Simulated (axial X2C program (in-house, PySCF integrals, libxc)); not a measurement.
## Worked dissociation energy of MgTe: PBE0, spin-free

All values were computed with an axial X2C code built on PySCF integrals. Spin-free means the one-electron spin-free X2C Hamiltonian. Basis: Te dyall-cv3z [11s12p8d4f1g], Mg dyall-cv3z [9s8p6d3f] (cores contracted in-house); Gaussian nuclei, density fitting, unrestricted open shells. Masses: Te 129.906 u, Mg 23.985 u.

Molecular state: M_S = 0, Λ = 0 (closed shell).

| Item | Value |
| --- | --- |
| E(Te) (2M_S = 2, M_L = 0) | -6793.441327 hartree |
| E(Mg) (2M_S = 0, M_L = 0) | -200.280670 hartree |
| E(MgTe) at Re | -6993.778473 hartree |
| ωe | 368.0 cm⁻¹ |
| ωexe | 1.45 cm⁻¹ |

Problem. Work out De and D0.

Solution. De = -6793.441327 + (-200.280670) − (-6993.778473) = 0.05648 hartree = 1.537 eV. The zero-point energy is ωe/2 − ωexe/4 = 184 cm⁻¹ = 0.023 eV, so D0 = 1.514 eV.

Occupations by symmetry block were frozen at the best pattern of an incomplete PBE0 search. Closed shells are restricted here (equal orbitals for both partners); the stretched side of such a curve lies too high. De is counted from the lowest determinant-based energies of the atoms at the same level, without counterpoise correction. Other states lie close and PBE0, whose exact exchange favours high spin, may order them wrongly; the determinant shown need not be the ground state. The nearest other spin-free determinant of the search, M_S = 1, Λ = 1, lies 0.34 eV up at the distance of the search. Spin–orbit coupling changes these values markedly for this molecule (Re by over 0.02 Å or De by over 0.25 eV), so the spin-free numbers are a model. Spin-free De lacks the spin–orbit lowering of the heavy p-block atom, a tenth of an eV or more for 4p and 5p, up to an eV for 6p and one to two eV for 7p atoms, less what an open-shell molecule gains itself.

Each atomic determinant is the lowest at this level and need not be a pure term. Totals compare only within one Hamiltonian and basis.
